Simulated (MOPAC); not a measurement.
Job for MOPAC: PM6 on AsBrH4 (a complex).

```
PM6 1SCF PRECISE CHARGE=0 THREADS=1
AsBrH4

As    -0.24589795 1    -0.19971429 1     0.14388447 1
H     -0.93105301 1     0.73324079 1    -0.84218941 1
H     -0.41634523 1    -1.41915382 1    -0.74823450 1
H      1.14502960 1     0.10943673 1    -0.38686969 1
Br    -1.11772540 1    -0.24016679 1     4.07982834 1
H     -0.80672421 1    -0.22541877 1     2.67452318 1
```

Program output:

```
*******************************************************************************
 **                                                                           **
 **                              MOPAC v23.2.5                                **
 **                                                                           **
 *******************************************************************************
 ** MOPAC's Digital Object Identifier: https://doi.org/10.5281/zenodo.6511958 **
 **                                                                           **
 ** Please cite the open-source release paper for use of this MOPAC version:  **
 ** J. E. Moussa and J. J. P. Stewart (2026)                                  **
 ** MOPAC: An open-source semiempirical molecular orbital program             **
 ** J. Open Source Softw., 11(119), 8025, https://doi.org/10.21105/joss.08025 **
 *******************************************************************************

                              PM6 CALCULATION RESULTS

 *******************************************************************************
 *  PM6        - The PM6 Hamiltonian to be used
 *
 *
 *
 *                 CHARGE ON SYSTEM = 0
 *
 *
 *
 *  PRECISE    - TIGHTER CRITERIA TO BE USED
 *  1SCF       - DO 1 SCF AND THEN STOP
 *  THREADS=1  - MULTI-THREADING NOT USED
 *  T=         - A TIME OF 172800.0 SECONDS REQUESTED
 *  DUMP=N     - RESTART FILE WRITTEN EVERY 7200.0 SECONDS REQUESTED
 *******************************************************************************
PM6 1SCF PRECISE CHARGE=0 THREADS=1
 AsBrH4

   ATOM   CHEMICAL          X               Y               Z
  NUMBER   SYMBOL      (ANGSTROMS)     (ANGSTROMS)     (ANGSTROMS)

     1      As         -0.24589795  *  -0.19971429  *   0.14388447  *
     2       H         -0.93105301  *   0.73324079  *  -0.84218941  *
     3       H         -0.41634523  *  -1.41915382  *  -0.74823450  *
     4       H          1.14502960  *   0.10943673  *  -0.38686969  *
     5      Br         -1.11772540  *  -0.24016679  *   4.07982834  *
     6       H         -0.80672421  *  -0.22541877  *   2.67452318  *



          CARTESIAN COORDINATES

    NO.       ATOM           X           Y           Z

     1        As         -0.2459     -0.1997      0.1439
     2         H         -0.9311      0.7332     -0.8422
     3         H         -0.4163     -1.4192     -0.7482
     4         H          1.1450      0.1094     -0.3869
     5        Br         -1.1177     -0.2402      4.0798
     6         H         -0.8067     -0.2254      2.6745

 General Reference for PM6:
 "Optimization of Parameters for Semiempirical Methods V: Modification of NDDO Approximations
 and Application to 70 Elements", J. J. P. Stewart, J. Mol. Mod., 13, 1173-1213 (2007)
 URL: https://link.springer.com/article/10.1007/s00894-007-0233-4

           Empirical Formula: H4 As Br  =     6 atoms



      MOLECULAR POINT GROUP   :   C3v


      RHF CALCULATION, NO. OF DOUBLY OCCUPIED LEVELS = 8


 -------------------------------------------------------------------------------
 PM6 1SCF PRECISE CHARGE=0 THREADS=1
 AsBrH4



     1SCF WAS SPECIFIED, SO BFGS WAS NOT USED
     SCF FIELD WAS ACHIEVED


                              PM6 CALCULATION
                                                       MOPAC v23.2.5 Linux




          FINAL HEAT OF FORMATION =         -4.24468 KCAL/MOL =     -17.75973 KJ/MOL


          COSMO AREA              =        116.10 SQUARE ANGSTROMS
          COSMO VOLUME            =         96.03 CUBIC ANGSTROMS

          IONIZATION POTENTIAL    =         10.013800 EV
          HOMO LUMO ENERGIES (EV) =        -10.014  1.470
          NO. OF FILLED LEVELS    =          8
          MOLECULAR WEIGHT        =        158.8572         POINT GROUP:  C3v

          MOLECULAR DIMENSIONS (Angstroms)

            Atom       Atom       Distance
           Br     5    H     2     5.02082
            H     4    H     3     2.21474
            H     4    H     2     1.85473


          SCF CALCULATIONS        =          1





   ATOM   CHEMICAL          X               Y               Z
  NUMBER   SYMBOL      (ANGSTROMS)     (ANGSTROMS)     (ANGSTROMS)

     1      As         -0.24589795  *  -0.19971429  *   0.14388447  *
     2       H         -0.93105301  *   0.73324079  *  -0.84218941  *
     3       H         -0.41634523  *  -1.41915382  *  -0.74823450  *
     4       H          1.14502960  *   0.10943673  *  -0.38686969  *
     5      Br         -1.11772540  *  -0.24016679  *   4.07982834  *
     6       H         -0.80672421  *  -0.22541877  *   2.67452318  *

                             CARTESIAN COORDINATES

   1   As       -0.245897950    -0.199714290     0.143884470
   2    H       -0.931053010     0.733240790    -0.842189410
   3    H       -0.416345230    -1.419153820    -0.748234500
   4    H        1.145029600     0.109436730    -0.386869690
   5   Br       -1.117725400    -0.240166790     4.079828340
   6    H       -0.806724210    -0.225418770     2.674523180


           Empirical Formula: H4 As Br  =     6 atoms



      MOLECULAR POINT GROUP   :   C3v


                  EIGENVALUES
 -27.42144 -17.93330 -15.24634 -12.51748 -12.51662 -10.94866 -10.94866 -10.01380
   1.46986   3.33354   3.33402   3.52974  54.43379  54.46535  54.46561  54.60813
  54.60841 113.84453 113.84453 113.95265 114.30660 114.30660


              NET ATOMIC CHARGES AND DIPOLE CONTRIBUTIONS

  ATOM NO.   TYPE          CHARGE      No. of ELECS.   s-Pop       p-Pop       d-Pop
    1         As           0.128594        4.8714     1.72427     3.13832     0.00881
    2          H          -0.037656        1.0377     1.03766
    3          H          -0.037671        1.0377     1.03767
    4          H          -0.037669        1.0377     1.03767
    5         Br          -0.219086        7.2191     1.98125     5.23519     0.00265
    6          H           0.203488        0.7965     0.79651
 DIPOLE           X         Y         Z       TOTAL
 POINT-CHG.     0.272     0.013    -1.233     1.262
 HYBRID         0.224     0.009    -1.008     1.033
 SUM            0.497     0.023    -2.241     2.295


          ATOMIC ORBITAL ELECTRON POPULATIONS

     Atom    s        px        py        pz      x^2-y^2     xz        z^2       yz        xy
    1 As   1.72427   0.97280   0.96078   1.20474   0.00204   0.00188   0.00056   0.00349   0.00083
    2  H   1.03766
    3  H   1.03767
    4  H   1.03767
    5 Br   1.98125   1.96422   1.99983   1.27114   0.00001   0.00039   0.00219   0.00006   0.00000
    6  H   0.79651

 **********************
 *                    *
 * JOB ENDED NORMALLY *
 *                    *
 **********************




 == MOPAC DONE ==
```

The run finished.

Cost: about 0.03 core-seconds (a rough figure).
